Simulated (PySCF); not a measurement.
C5H8S, SMILES [C@H](SC)(C)C#C. Coordinates come from a r2SCAN-D4/def2-SVP optimisation. The structure was generated by enumeration; whether it is a known compound was not checked. The values are those of a single conformer.

Give the equilibrium geometry at r2SCAN-D4/def2-SVP (PySCF confirms it by a frequency run) as a Z-matrix. (An estimate is asked for; the answer gives what the named calculation found.)

Several could match; the one computed here: 
```
C
H 1 1.1053
C 1 1.4562 2 108.63
C 3 1.2160 2 152.09 1 -178.79
H 4 1.0741 2 161.16 1 -179.63
C 1 1.5310 2 109.23 3 123.17
H 6 1.0996 1 109.96 2 58.07
H 6 1.1002 7 108.77 1 -121.64
H 6 1.1016 7 109.18 8 -117.27
S 1 1.8510 2 101.76 3 -117.25
C 10 1.8104 1 100.83 2 174.35
H 11 1.0994 10 106.04 1 -173.90
H 11 1.1007 12 108.54 10 121.02
H 11 1.1012 12 108.80 13 119.83
```
Charge 0, spin multiplicity 1.
